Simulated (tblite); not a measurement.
C3H15B2NSi2.
SMILES with atom numbers: `[BH2:1][CH2:2][B:3]([NH:4][SiH3:5])[SiH:6]([CH3:7])[CH3:8]` (hydrogens: H9, H10 on B1; H11, H12 on C2; H13 on N4; H14, H15, H16 on Si5; H17 on Si6; H18, H19, H20 on C7; H21, H22, H23 on C8)

Computed with GFN2-xTB (tblite), gas phase: L-BFGS steps from a force-field or distance-geometry start until the largest atomic force falls under 0.01 eV/Å.

At the end of the run (lengths in Å): B3–N4 1.402, N4–Si5 1.743, B3–Si6 1.969, Si6–C8 1.916, B1–C2 1.556, Si6–C7 1.913, C8–H23 1.086, B3–N4–Si5 133.2°, B1–C2–B3 104.7°, C2–B3–Si6 120.9°, B3–Si6–C7 113.1°, B1–C2–B3–N4 88°, C2–B3–N4–Si5 -178°, C2–B3–Si6–C7 -1°, H11–C2–B3–N4 -33°, H14–Si5–N4–B3 -150°.

Task: These geometries were met on the way; a selection of coordinates is given. Order them by energy above the end point, lowest first.
A. B3–N4 1.412, N4–Si5 1.731, B3–Si6 1.940, Si6–C8 1.920, B1–C2 1.541, Si6–C7 1.899, C8–H23 1.079, B3–N4–Si5 106.8°, B1–C2–B3 120.8°, C2–B3–Si6 121.9°, B3–Si6–C7 113.9°, B1–C2–B3–N4 -176°, C2–B3–N4–Si5 -93°, C2–B3–Si6–C7 -68°, H11–C2–B3–N4 58°, H14–Si5–N4–B3 141°
B. B3–N4 1.410, N4–Si5 1.744, B3–Si6 1.980, Si6–C8 1.913, B1–C2 1.562, Si6–C7 1.916, C8–H23 1.083, B3–N4–Si5 136.1°, B1–C2–B3 116.8°, C2–B3–Si6 121.7°, B3–Si6–C7 120.9°, B1–C2–B3–N4 160°, C2–B3–N4–Si5 -156°, C2–B3–Si6–C7 -28°, H11–C2–B3–N4 38°, H14–Si5–N4–B3 -168°
C. B3–N4 1.543, N4–Si5 1.814, B3–Si6 1.914, Si6–C8 1.862, B1–C2 1.602, Si6–C7 1.878, C8–H23 1.115, B3–N4–Si5 104.0°, B1–C2–B3 111.6°, C2–B3–Si6 125.3°, B3–Si6–C7 110.4°, B1–C2–B3–N4 -178°, C2–B3–N4–Si5 -89°, C2–B3–Si6–C7 -76°, H11–C2–B3–N4 61°, H14–Si5–N4–B3 141°
D. B3–N4 1.428, N4–Si5 1.742, B3–Si6 1.977, Si6–C8 1.904, B1–C2 1.559, Si6–C7 1.912, C8–H23 1.081, B3–N4–Si5 117.8°, B1–C2–B3 118.2°, C2–B3–Si6 129.2°, B3–Si6–C7 115.1°, B1–C2–B3–N4 178°, C2–B3–N4–Si5 -105°, C2–B3–Si6–C7 -55°, H11–C2–B3–N4 57°, H14–Si5–N4–B3 148°
E. B3–N4 1.421, N4–Si5 1.755, B3–Si6 1.966, Si6–C8 1.911, B1–C2 1.545, Si6–C7 1.922, C8–H23 1.085, B3–N4–Si5 132.8°, B1–C2–B3 116.6°, C2–B3–Si6 127.2°, B3–Si6–C7 119.5°, B1–C2–B3–N4 168°, C2–B3–N4–Si5 -133°, C2–B3–Si6–C7 -33°, H11–C2–B3–N4 48°, H14–Si5–N4–B3 169°

Result: B (0.251 eV), E (0.415 eV), D (0.675 eV), A (1.091 eV), C (1.860 eV).

```
step  E above end (eV)  rms distance from the end, all atoms (Å)  largest force (eV/Å)  rms shift of all bonds from the end (Å)
  35             0.251                                     0.814                 0.295                                    0.005
  24             0.415                                     0.839                 0.374                                    0.007
  16             0.675                                     0.905                 0.394                                    0.010
   3             1.091                                     0.954                 0.910                                    0.011
   0             1.860                                     0.966                 3.024                                    0.043
```

Rows stand in the order of the answer.
